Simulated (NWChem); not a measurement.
System meant: CHO2, doublet; SMILES O[C]=O

Input file for NWChem:

```
start job
memory heap 200 mb stack 900 mb global 1100 mb
geometry units angstroms noautoz
  O     -0.175484     1.141737     0.000000
  C      0.418896     0.103054     0.000000
  O     -0.021672    -1.147002     0.000000
  H     -1.014934    -1.136882     0.000000
end
basis spherical
  O library def2-svp
  C library def2-svp
  H library def2-svp
end
dft
  odft
  mult 3
  xc xpbe96 cpbe96
  iterations 150
  mulliken
end
task dft energy
```

End of the output:

```
 ==============================================================================
                                 internuclear angles
 ------------------------------------------------------------------------------
        center 1       |       center 2       |       center 3       |  degrees
 ------------------------------------------------------------------------------
    1 O                |   2 C                |   3 O                |   130.81
    2 C                |   3 O                |   4 H                |   108.83
 ------------------------------------------------------------------------------
                            number of included internuclear angles:          2
 ==============================================================================

 Summary of "ao basis" -> "" (spherical)
 ------------------------------------------------------------------------------
       Tag                 Description            Shells   Functions and Types
 ---------------- ------------------------------  ------  ---------------------
 O                          def2-svp                 6       14   3s2p1d
 C                          def2-svp                 6       14   3s2p1d
 H                          def2-svp                 3        5   2s1p

  pbe96 is a nonlocal functional; adding pw91lda local functional.

                                 NWChem DFT Module
                                 -----------------

 Summary of "ao basis" -> "ao basis" (spherical)
 ------------------------------------------------------------------------------
       Tag                 Description            Shells   Functions and Types
 ---------------- ------------------------------  ------  ---------------------
 O                          def2-svp                 6       14   3s2p1d
 C                          def2-svp                 6       14   3s2p1d
 H                          def2-svp                 3        5   2s1p

      Symmetry analysis of basis
      --------------------------

        a'         34
        a"         13

  number of electrons :                   23
  multiplicity        :                    3
 ------------------------------------------------------------------------
  no. of electrons and multiplicity not compatible                  23
 ------------------------------------------------------------------------
 ------------------------------------------------------------------------
  current input line :
    21: task dft energy
 ------------------------------------------------------------------------
 ------------------------------------------------------------------------
 There is an error in the input file
 ------------------------------------------------------------------------
 For more information see the NWChem manual at https://nwchemgit.github.io

0: no. of electrons and multiplicity not compatible:Received an Error in Communication
```

Can this run be used? If not, why, and what is the fix?

The program refused the input. Cause: the multiplicity doesn't fit the number of electrons (an even count wants an odd multiplicity, and the reverse). This input runs:
```
start job
memory heap 200 mb stack 900 mb global 1100 mb
geometry units angstroms noautoz
  O     -0.175484     1.141737     0.000000
  C      0.418896     0.103054     0.000000
  O     -0.021672    -1.147002     0.000000
  H     -1.014934    -1.136882     0.000000
end
basis spherical
  O library def2-svp
  C library def2-svp
  H library def2-svp
end
dft
  odft
  mult 2
  xc xpbe96 cpbe96
  iterations 150
  mulliken
end
task dft energy
```
It converges to -188.75940 Ha (PBE/def2-SVP, spin-unrestricted).
